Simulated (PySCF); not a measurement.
Spinor energies of Sm(27+) (samarium, charge +27)

Start: [Ar] 3d10 4s2 4p5; 4p1/2 filled at m_j = +1/2; 4p3/2 filled at m_j = -3/2, -1/2, +1/2, +3/2. Calculated with PySCF 2.14 in an uncontracted even-tempered set (17 s from 2.3 bohr⁻², ratio 2.8; 14 p from 2.9 bohr⁻², ratio 2.8; 8 d from 5.2 bohr⁻², ratio 2.8; 4 f from 16 bohr⁻², ratio 3): generalised Hartree-Fock with the X2C-1e Hamiltonian and a Gaussian nucleus; one run each with spin-orbit coupling (SO) screened by Boettger's factors, then bare. This is a chosen level, not necessarily the ground level.

```
spinor shell  electrons  ε, screened SO (eV)  ε, bare SO (eV)  weight of nominal j (bare SO)  rms radius, bare SO (bohr)
       1s1/2          2             -47979.8         -47979.3                          1.000                      0.0259
       2s1/2          2              -8721.2          -8721.0                          1.000                       0.105
       2p1/2          2              -8299.8          -8315.8                          1.000                      0.0898
       2p3/2          4              -7693.0          -7687.0                          1.000                      0.0961
       3s1/2          2              -2636.6          -2636.6                          1.000                       0.269
       3p1/2          2              -2454.4          -2457.7                          1.000                       0.260
       3p3/2          4              -2327.1          -2325.9                          1.000                       0.272
       3d3/2          4              -2018.6          -2022.0                          1.000                       0.244
       3d5/2          6              -1991.3          -1989.2                          1.000                       0.248
       4s1/2          2              -1129.1          -1129.1                          1.000                       0.572
       4p1/2          1              -1055.0          -1056.0                          1.000                       0.577
       4p3/2          4              -1014.9          -1014.5                          1.000                       0.601
```

| quantity | screened SO | bare SO |
| --- | --- | --- |
| E (hartree) | -10071.14203 | -10071.55972 |
| M_J | 1/2 | 1/2 |
| ⟨J²⟩ | 0.752 | 0.752 |
| ⟨L²⟩ | 2.035 | 2.038 |
| ⟨S²⟩ | 0.781 | 0.784 |

Each row is a mean over spinors that exchange with the open shell spreads, by up to 4.980 eV (3p1/2).

Breit and QED terms are absent; they matter most for the inner s and p1/2 levels.

Densities and radii are taken from the X2C orbitals without a picture-change correction, which distorts them close to the nucleus.
